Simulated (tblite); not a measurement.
Compound: C5H8GeO3Si.
SMILES with atom numbers: `[CH:1]#[C:2][SiH2:3][O:4][Ge@@H:5]([CH:6]=[O:7])[C:8]([CH3:9])=[O:10]` (hydrogens: H11 on C1; H12, H13 on Si3; H14 on Ge5; H15 on C6; H16, H17, H18 on C9)

Computed with GFN2-xTB (tblite), gas phase: L-BFGS steps from a force-field or distance-geometry start until the largest atomic force falls under 0.01 eV/Å.

Step 30: E = -831.7656 eV
```
atom  x, y, z in Å  |  force x, y, z in eV/Å
C1      1.5511    2.8205   -0.4676    0.017   0.118   0.023
C2      1.8334    1.7064   -0.8212   -0.030  -0.108  -0.003
Si3     2.1560   -0.0433   -1.3584   -0.004  -0.013  -0.004
O4      1.2478   -1.0743   -0.4652    0.043  -0.062  -0.082
Ge5    -0.3917   -1.3919    0.0840   -0.150   0.041   0.054
C6     -0.4208   -2.9944    1.3363    0.075  -0.020   0.032
O7     -1.4707   -3.5280    1.5464   -0.014  -0.026  -0.014
C8     -1.0684    0.4229    0.8238   -0.148  -0.026   0.015
C9     -1.9868    1.1733   -0.0834    0.010   0.029  -0.070
O10    -0.7196    0.8057    1.9021    0.085  -0.057   0.020
H11     1.3368    3.8091   -0.1644    0.022  -0.116  -0.017
H12     3.5220   -0.4970   -1.1076   -0.036   0.031   0.093
H13     1.7663   -0.1387   -2.7699   -0.058  -0.017   0.007
H14    -1.2180   -1.7952   -1.1732    0.120   0.092   0.045
H15     0.5005   -3.3574    1.8309    0.058   0.082  -0.044
H16    -1.6355    2.1971   -0.1863   -0.008   0.056   0.001
H17    -2.9871    1.2032    0.3515    0.073  -0.041   0.013
H18    -2.0244    0.6883   -1.0556   -0.054   0.035  -0.070
```

Step 31: E = -831.7696 eV
```
atom  x, y, z in Å  |  force x, y, z in eV/Å
C1      1.5565    2.8177   -0.4662    0.021   0.051   0.005
C2      1.8401    1.7034   -0.8192   -0.052  -0.078   0.007
Si3     2.1573   -0.0457   -1.3595   -0.004  -0.055   0.024
O4      1.2192   -1.0775   -0.4954   -0.006  -0.034  -0.104
Ge5    -0.4178   -1.3937    0.0784   -0.013   0.018   0.170
C6     -0.4059   -2.9994    1.3356   -0.020  -0.053   0.049
O7     -1.4435   -3.5561    1.5553    0.089   0.042  -0.050
C8     -1.0745    0.4261    0.8240   -0.139   0.015   0.024
C9     -1.9882    1.1815   -0.0846   -0.012   0.041  -0.077
O10    -0.7172    0.8114    1.8990    0.069  -0.084  -0.023
H11     1.3378    3.8039   -0.1627    0.023  -0.073  -0.005
H12     3.5148   -0.5077   -1.0733   -0.053   0.031   0.082
H13     1.8081   -0.1269   -2.7831   -0.068  -0.026   0.027
H14    -1.2647   -1.8043   -1.1516    0.087   0.077  -0.038
H15     0.5260   -3.3433    1.8256    0.040   0.102  -0.066
H16    -1.6393    2.2064   -0.1856    0.005   0.048   0.016
H17    -2.9910    1.2099    0.3437    0.064  -0.041   0.040
H18    -2.0266    0.7006   -1.0583   -0.031   0.019  -0.083
```

Task: Estimate the geometry and energy of step 32. (The exact step hangs on the optimiser's Hessian estimate; all steps are aligned on step 31, rigid shifts and turns removed.)

Result: E = -831.7728 eV, largest force 0.312 eV/Å
```
atom  x, y, z in Å  |  force x, y, z in eV/Å
C1      1.5609    2.8147   -0.4646    0.026  -0.044  -0.021
C2      1.8384    1.6974   -0.8126   -0.057  -0.053   0.002
Si3     2.1542   -0.0508   -1.3548   -0.018   0.069   0.059
O4      1.2086   -1.0826   -0.5109   -0.162  -0.125  -0.001
Ge5    -0.4326   -1.3924    0.0718    0.137   0.005   0.280
C6     -0.3963   -2.9978    1.3301    0.118   0.099  -0.011
O7     -1.4247   -3.5637    1.5560   -0.097  -0.081  -0.004
C8     -1.0781    0.4264    0.8231   -0.096   0.023   0.004
C9     -1.9878    1.1859   -0.0864   -0.018   0.054  -0.060
O10    -0.7130    0.8074    1.8973    0.031  -0.068  -0.054
H11     1.3409    3.7988   -0.1642    0.010   0.021   0.025
H12     3.5031   -0.5053   -1.0589    0.101  -0.026   0.121
H13     1.8220   -0.1344   -2.7728   -0.108  -0.019  -0.143
H14    -1.2836   -1.8035   -1.1390    0.023   0.047  -0.155
H15     0.5419   -3.3258    1.8160    0.069   0.078  -0.051
H16    -1.6420    2.2121   -0.1855    0.015   0.042   0.025
H17    -2.9908    1.2112    0.3391    0.026  -0.031   0.066
H18    -2.0296    0.7088   -1.0618   -0.001   0.008  -0.082
```

The energy changes by -0.0032 eV. The first-order estimate −F·Δx gives -0.0076 eV and the mean of the old and new forces, exact on a quadratic surface, -0.0032 eV. The step makes an angle of 73° with the force vector and moves no atom by more than 0.026 Å.

The cost below is that of the whole relaxation. The run took 1.6 s on an Arm Neoverse V1 with one thread, no GPU, shared host with 32 logical CPUs at a one-minute load of 6.6.
